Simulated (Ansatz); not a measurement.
(LiBr)2 ring (Li2Br2) was relaxed with r2SCAN-D4 (def2-TZVP) in Ansatz in these states: charge +1 doublet, neutral singlet. The geometries follow in no particular order.

A:

```xyz
4

Li    0.882   -0.913    1.493
Br   -1.333   -0.171    0.644
Li   -0.733    1.311   -1.260
Br    1.183   -0.227   -0.877
```

B:

```csv
atom,x (Å),y (Å),z (Å)
Li1,-0.322,-1.091,0.724
Br2,1.372,0.450,1.287
Li3,0.322,1.090,-0.725
Br4,-1.373,-0.450,-1.286
```

Question: Judge from the bond lengths which geometry belongs to which state (an estimate).

Answer: A is the charge +1 doublet (Li1–Li3 3.890 Å, Li1–Br4 2.486 Å, Li1–Br2 2.486 Å); B is the neutral singlet (Li1–Li3 2.697 Å, Li1–Br4 2.358 Å, Li1–Br2 2.358 Å).

In the charge 1 doublet, Br2 and Br4 lie 2.94 Å apart (atoms count from 1), so these atoms are partly bonded to each other.
